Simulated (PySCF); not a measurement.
Compound: [Cu(SeMe)2]-, C₂H₆CuSe₂ (charge -1 and singlet state).
Bonds: Cu1–Se2, Cu1–Se7, Se2–C3, Se7–C8. Hydrogens: H4, H5, H6 on C3; H9, H10, H11 on C8.

A GFN2-xTB structure was refined with PySCF, PBE0-D3(BJ)/def2-SVP geometry optimisation, gas phase. Its GFN2-xTB values:

```csv
coordinate,GFN2-xTB
Cu1–Se2,2.302 Å
Se2–C3,1.934 Å
C3–H4,0.993 Å
Cu1–Se2–C3,95.0°
Cu1–Se7–C8,100.1°
Se2–Cu1–Se7,175.7°
```

Task: How do these coordinates change at the PBE0-D3(BJ)/def2-SVP level?

Result: 
```csv
coordinate,PBE0-D3(BJ)/def2-SVP (Å or °),change
C3–H4,1.100,+0.107
Se2–C3,1.968,+0.034
Cu1–Se2,2.298,-0.004
Cu1–Se2–C3,98.6,+3.6
Se2–Cu1–Se7,179.1,+3.4
Cu1–Se7–C8,98.3,-1.8
```

The energy falls by 12.8 kcal/mol over 18 energy and gradient evaluations, the largest force component goes from 0.0726 to 1.3e-04 Eh/bohr, and the atoms move by 0.795 Å rms after alignment. The bond that changes most is C3–H4 (ends: carbon bonded to Se and 3 H; hydrogen on carbon), which lengthens by 0.107 Å. Bonds longer at the end by more than 0.005 Å: 5 of 10; shorter: 4. Rotational constants go from 5024, 464.2, 427.2 to 4704, 453.1, 452.3 MHz.

The run used 153 basis functions and 125 SCF cycles in all.

No frequency check. The geometry's basis has no diffuse functions, a weakness for an anion.
